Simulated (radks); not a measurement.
Removal energies from the neodymium ion Nd12+, [Kr] 4d10 5s2, by Delta-SCF beside the eigenvalue of the level emptied. Method: Dirac Kohn-Sham, BLYP, spin-unpolarised, spherical densities, finite nucleus; Fermi nuclear charge, rms radius of each element as measured or else 0.836 A^(1/3) + 0.57 fm; computed with a radial shooting solver on a logarithmic mesh with Libxc functionals. Sub-shells are occupied by j as written (lower j first in brackets).

| removed from | final configuration | Delta-SCF (eV) | -eigenvalue (eV) |
|---|---|---|---|
| 5s1/2 | [Kr] 4d10 5s1 | 226.21 | 217.03 |
| 4d5/2 | [Kr] 4d(3/2: 4, 5/2: 5) 5s2 | 343.79 | 328.14 |
| 4d3/2 | [Kr] 4d(3/2: 3, 5/2: 6) 5s2 | 348.37 | 332.57 |
| 4p3/2 | [Ar] 3d10 4s2 4p(1/2: 2, 3/2: 3) 4d10 5s2 | 451.18 | 434.81 |
